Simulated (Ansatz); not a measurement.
Ansatz (a program for electronic structure) input (B3LYP-D3(BJ)/def2-TZVP):

Ansatz 0.2 input:
```yaml
crystal:
  periodic: [false, false, false]
  atoms:
    - {symbol: Si, position_ang: [-0.09185972, -0.04264845, 0.11549775]}
    - {symbol: C, position_ang: [-1.29681196, -0.56447151, 1.41888992]}
    - {symbol: C, position_ang: [1.10657032, 1.26713018, 0.81835879]}
    - {symbol: C, position_ang: [0.87866290, -1.55846698, -0.52245318]}
    - {symbol: C, position_ang: [-1.00734270, 0.74019054, -1.37969746]}
    - {symbol: H, position_ang: [-1.60983894, 0.08558484, 2.21692473]}
    - {symbol: H, position_ang: [-1.74986763, -1.54007700, 1.43581692]}
    - {symbol: H, position_ang: [1.70605341, 0.86157112, 1.62736622]}
    - {symbol: H, position_ang: [1.78768396, 1.63327961, 0.05586686]}
    - {symbol: H, position_ang: [0.56284131, 2.12146018, 1.20922608]}
    - {symbol: H, position_ang: [1.46904644, -2.01153372, 0.26777146]}
    - {symbol: H, position_ang: [0.20471469, -2.31828623, -0.90544335]}
    - {symbol: H, position_ang: [1.55710610, -1.28721407, -1.32585042]}
    - {symbol: H, position_ang: [-1.69525172, 0.03197816, -1.83013962]}
    - {symbol: H, position_ang: [-1.57991064, 1.61025128, -1.07488951]}
    - {symbol: H, position_ang: [-0.30475228, 1.05529774, -2.14518573]}
basis:
  gaussian:
    orbitals: def2-TZVP
hamiltonian:
  xc: b3lyp
  dispersion: d3bj
magnetization: {spin_polarized: true, initial_magnetization: 1}
relax: {f_tol: 0.002, max_steps: 150}
```

End of the output:

```
the calculation of the forces begins
reference -12207.58908912 eV, -448.6206244240 hartree; 25, 24 occupied and 202, 203 virtual orbitals, 1465 factors
relax step   6: F+E_penalty+E_count = -12208.20219189 eV  Δ(F+E_penalty+E_count) = -7.549e-7 eV  max|allowed force component| = 3.562e-4 eV/Å  Δτ_max = 0.0009 Å  (24 SCF iters, accepted)
integrals: 0.16 GiB planned
1465 factors; their error is unknown
0.31 GiB of the device are held for the grids
1.27 GiB of device memory are held for the factors and their scratch space
mean field: 1.46 GiB planned
mean field evaluation 64: about -12207.5885 eV, gradient 2.9e-1 eV
mean field -12207.58876735 eV, -448.6206125991 hartree, gradient 8.9e-6 eV, S^2 0.753569; 1 other end points of the search recorded, 0 dependent functions left out
the calculation of the forces begins
reference -12207.58908912 eV, -448.6206244240 hartree; 25, 24 occupied and 202, 203 virtual orbitals, 1465 factors
Total energy: -12208.20251366 eV, -448.6431673601 hartree
Atom 0 at    -0.078725    -0.033109     0.092455 Å, force    -0.000356    -0.000049     0.000123 eV/Å
Atom 1 at    -1.276401    -0.559231     1.401965 Å, force     0.000201     0.000167    -0.000184 eV/Å
Atom 2 at     1.098576     1.246393     0.805498 Å, force     0.000078     0.000094    -0.000113 eV/Å
Atom 3 at     0.875662    -1.533562    -0.515488 Å, force     0.000102     0.000040    -0.000169 eV/Å
Atom 4 at    -1.005801     0.730817    -1.359538 Å, force     0.000259     0.000036    -0.000122 eV/Å
Atom 5 at    -1.604107     0.096219     2.202755 Å, force    -0.000089    -0.000141    -0.000009 eV/Å
Atom 6 at    -1.742682    -1.539332     1.418637 Å, force    -0.000077     0.000022     0.000121 eV/Å
Atom 7 at     1.678573     0.834325     1.633863 Å, force     0.000009    -0.000009     0.000034 eV/Å
Atom 8 at     1.801139     1.596659     0.045441 Å, force     0.000062    -0.000013     0.000080 eV/Å
Atom 9 at     0.553431     2.116297     1.179418 Å, force    -0.000030    -0.000015    -0.000030 eV/Å
Atom 10 at     1.452236    -1.991058     0.291130 Å, force    -0.000030    -0.000023     0.000010 eV/Å
Atom 11 at     0.199811    -2.293099    -0.915561 Å, force    -0.000023     0.000009     0.000039 eV/Å
Atom 12 at     1.572061    -1.257031    -1.310812 Å, force     0.000075    -0.000041     0.000021 eV/Å
Atom 13 at    -1.704242     0.017575    -1.802023 Å, force     0.000008    -0.000096     0.000003 eV/Å
Atom 14 at    -1.576611     1.607647    -1.047036 Å, force     0.000042     0.000055     0.000095 eV/Å
Atom 15 at    -0.305878     1.044536    -2.138645 Å, force    -0.000231    -0.000035     0.000099 eV/Å
Dipole moment:     0.002691     0.005207    -0.011356 e Å
```

It need not be the lowest isomer of its formula.
